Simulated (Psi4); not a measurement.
CH₃Si, doublet (typed; the unrestricted solution is spin-contaminated), at a GFN2-xTB geometry, with bond 4-1 at 1.8 times its length.

Here is a job for Psi4.
```
memory 2 GB

molecule mol {
0 2
C    -1.130142    0.005665   -0.007111
Si    0.812618   -0.004074    0.005113
H    -1.529874   -0.600882   -0.821809
H    -1.842906    1.823021   -0.229315
H    -1.539806   -0.391388    0.923449
}

set {
  basis sto-3g
  reference uhf
  stability_analysis check
  scf_type pk
}

energy('scf')
print_variables()
```

What dipole moment does HF/STO-3G run with Psi4 1.11 give?

0.95 D

Estimate the number of basis functions that HF/STO-3G returns for this input.

17

What total energy does HF/STO-3G give?

-324.5084 Eh

What is the computed <S^2> (HF/STO-3G)?

1.406

These values belong to the state on which the SCF converged, which isn't shown to be the lowest.
